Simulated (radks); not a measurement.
All-electron atom: Tm LIX in [Ne] 3s1 (the NIST ground configuration).

All-electron calculation, non-relativistic Kohn-Sham, PBE, spin-polarised, spherical densities, point nucleus; open shells are filled with parallel spins first (spin-orbit coupling, left out, can overturn this in heavy ions); relativity is left out, which matters for an element this heavy. Program: a radial shooting solver on a logarithmic mesh with Libxc functionals.

Energy parts (eV):
total: -248695.45
kinetic: 248682.96
electron-nucleus: -514484.99
Hartree: 20325.93
exchange-correlation: -3219.35

Orbitals (lengths in bohr, moments of r in powers of bohr; r(max) is where P^2 peaks; r(90%) holds 90 % of the orbital's charge):
[
 {"orbital": "1s up", "occ.": "1", "eigenvalue (eV)": "-59735.87", "r(90%)": "0.0390", "r(max)": "0.01457", "<r^4>": "1.045e-06"},
 {"orbital": "1s down", "occ.": "1", "eigenvalue (eV)": "-59732.55", "r(90%)": "0.0390", "r(max)": "0.01457", "<r^4>": "1.045e-06"},
 {"orbital": "2s up", "occ.": "1", "eigenvalue (eV)": "-13281.05", "r(90%)": "0.140", "r(max)": "0.07888", "<r^4>": "0.0001590"},
 {"orbital": "2s down", "occ.": "1", "eigenvalue (eV)": "-13276.49", "r(90%)": "0.140", "r(max)": "0.07888", "<r^4>": "0.0001588"},
 {"orbital": "2p up", "occ.": "3", "eigenvalue (eV)": "-12949.14", "r(90%)": "0.125", "r(max)": "0.06124", "<r^4>": "0.00009946"},
 {"orbital": "2p down", "occ.": "3", "eigenvalue (eV)": "-12945.30", "r(90%)": "0.124", "r(max)": "0.06124", "<r^4>": "0.00009930"},
 {"orbital": "3s up", "occ.": "1", "eigenvalue (eV)": "-5606.733", "r(90%)": "0.308", "r(max)": "0.2049", "<r^4>": "0.003872"},
 {"orbital": "3s down", "occ.": "0", "eigenvalue (eV)": "-5584.329", "r(90%)": "0.308", "r(max)": "0.2046", "<r^4>": "0.003855"}
]

The highest occupied level is 3s up at -5606.7 eV. Virial ratio -V/T = 2.00005. Summed over all electrons, <r^2> = 0.1161 bohr^2, which gives a Langevin (diamagnetic) susceptibility term of -0.092 x 10^-6 cm^3/mol. The electron density at the nucleus is 2.325e+05 e/bohr^3.
